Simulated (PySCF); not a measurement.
Basis and Hamiltonian dependence of the excitation energy of Os

Os [Xe] 4f14 5d6 6s2 (5D) → Os [Xe] 4f14 5d5 6s2 7s1 (7S). All values are computed (PySCF 2.14, energy differences of UHF-based or UKS calculations, no spin-orbit coupling). Values in eV.

```
                                                            basis    Hamiltonian  functions    UHF    PBE   PBE0  MP2 (valence)  CCSD(T) (valence)
                                     aug-cc-pVDZ-PP with ECP60MDF            ECP         54  5.060  6.763  6.573          6.150              6.190
          def2-TZVPPD with the def2 core potential (60 electrons)            ECP         59  7.256  8.345  8.260          8.128              8.131
                                                     ANO-RCC-VTZP  spin-free X2C        104  5.987  7.343  7.214          7.061              7.133
x2c-TZVPPall with one added diffuse shell each of s, p, d, f type  spin-free X2C        113  5.067  6.782  6.599          6.277              6.323
                                   aug-cc-pwCVTZ-PP with ECP60MDF            ECP        122  4.974  6.658  6.477          6.287                n/a
```

Frozen in the all-electron rows: valence: [Xe] 4f14; with a core potential, the same shells as far as they lie outside it.

At UHF, def2-TZVPPD with the def2 core potential (60 electrons), ANO-RCC-VTZP lie more than 0.3 eV from the median of the rows with comparable relativity. Of these, def2-TZVPPD with the def2 core potential (60 electrons), ANO-RCC-VTZP have no diffuse functions of the l that the added or promoted electron needs.
